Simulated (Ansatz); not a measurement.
Molecule: MnF (charge 0, septet). The spin state was set by rule; other spins were not relaxed. SMILES: [F][Mn]
Geometry: optimised at B3LYP-D3(BJ)/def2-TZVP (Ansatz, an electronic-structure program).

Quantity: vertical electron affinity (to the sextet state of charge -1; a negative value means that the extra electron is unbound and the number depends on the basis; each state is the SCF solution reached for its spin; for the sextet the Hartree-Fock reference is unstable and T1 is 0.038), in eV. Correlated levels leave the core frozen unless marked. Open shells are spin-unrestricted. Spin-orbit coupling is left out. Frozen are the shells of the preceding noble gas and the d and f shells that filled before the atom's block. Non-relativistic. Anions need diffuse functions: def2-D sets add few. 

| level | program | vertical electron affinity (eV) |
|---|---|---|
| SVWN5/def2-TZVPD | Ansatz | 1.32 |
| r2SCAN/def2-TZVPD | Ansatz | 0.84 |
| PBE0/def2-TZVPD | Ansatz | 0.92 |
| wB97X-V/def2-TZVPD | Ansatz | 1.09 |
| wB97X/def2-TZVPD | Ansatz | 1.50 |
| CCSD/def2-TZVPPD | Ansatz | 0.94 |
| CCSD(T)/def2-SVPD | Ansatz | 0.85 |
| CCSD(T)/def2-TZVPPD | Ansatz | 1.02 |
| CCSD(T)/def2-QZVPPD | Ansatz | 1.10 |
